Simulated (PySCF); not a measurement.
**Bond curve of GaB**

Set-up: basis Ga aug-pcseg-1, B aug-pcseg-1; no relativity; PySCF 2.14. Energies in eV from Ga + B in their ground configurations at the same level. State: ³Π (triplet), unpaired electrons σ ↑, π ↑.

All columns are PBE0. A positive dipole means Ga(−)B(+).

```csv
R (Å),E (eV),μ (D),Mulliken charge on Ga (basis-dependent),HOMO (eV),LUMO (eV),Mayer bond order,⟨S²⟩
1.928,-1.473,-0.62,0.15,-5.49,-3.85,1.00,2.00
2.018,-1.738,-0.81,0.18,-5.49,-3.67,1.00,2.00
2.107,-1.884,-1.02,0.21,-5.48,-3.51,0.99,2.01
2.175,-1.935,-1.18,0.23,-5.47,-3.40,0.99,2.01
2.242,-1.949,-1.35,0.25,-5.37,-3.29,0.98,2.01
2.309,-1.934,-1.52,0.26,-5.25,-3.20,0.98,2.01
2.399,-1.881,-1.74,0.28,-5.10,-3.09,0.98,2.01
2.511,-1.780,-2.00,0.29,-4.94,-2.97,0.98,2.01
2.646,-1.627,-2.28,0.30,-4.78,-2.86,0.99,2.01
2.825,-1.401,-2.61,0.29,-4.60,-2.74,0.99,2.01
```

A fit through these points gives, at Re = 2.238 Å, μ = -1.34 D and dμ/dR = -2.50 D/Å; the reduced mass is 9.493 u.

Problem. How strong is the fundamental in the double-harmonic approximation, I = 42.26·(dμ/dR)²/μred km/mol?

Solution. I = 42.26·(-2.50)²/9.493 = 27.8 km/mol at PBE0.

Spin–orbit coupling is left out. The state was picked by a PBE0 search and need not be the measured ground state.
